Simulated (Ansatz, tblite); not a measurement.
Forces on Ag₄F₃⁺ at its r2SCAN-D4/def2-SVP geometry. The state is a singlet with charge 1.

In the def2 sets Ag takes a core potential; there is no spin–orbit coupling. The xTB rows come from tblite. No other spin state of charge 1 was run. Another isomer (singlet) lies 0.35 eV lower at PBE0-D4/def2-TZVP; other spin states weren't run for this one.

GFN1-xTB (tblite), largest force 0.62 eV/Å:

```xyz
7
positions Å, forces eV/Å
Ag    0.478   -2.115   -3.332    0.036   -0.162   -0.253
Ag   -0.277    1.250    1.967   -0.077    0.327    0.518
Ag    1.254    0.598   -0.357    0.472    0.126   -0.270
Ag   -1.229   -0.737    0.142   -0.421   -0.353   -0.088
F     1.556    1.948    1.205    0.304    0.375    0.227
F    -1.998    0.039    1.920   -0.383    0.004    0.364
F     0.216   -0.985   -1.545    0.070   -0.317   -0.498
```

GFN2-xTB (tblite), largest force 0.50 eV/Å:

```
Ag 0.040 -0.177 -0.278
Ag -0.050 0.206 0.328
Ag 0.402 0.297 0.029
Ag -0.435 -0.151 0.201
F 0.134 0.096 0.006
F -0.140 -0.052 0.060
F 0.049 -0.219 -0.345
```

PBE-D4/def2-TZVP (Ansatz), largest force 0.44 eV/Å:

```
Ag 0.031 -0.140 -0.220
Ag -0.025 0.086 0.139
Ag 0.162 0.020 -0.124
Ag -0.137 -0.138 -0.059
F 0.284 0.298 0.141
F -0.336 -0.037 0.265
F 0.022 -0.089 -0.142
```
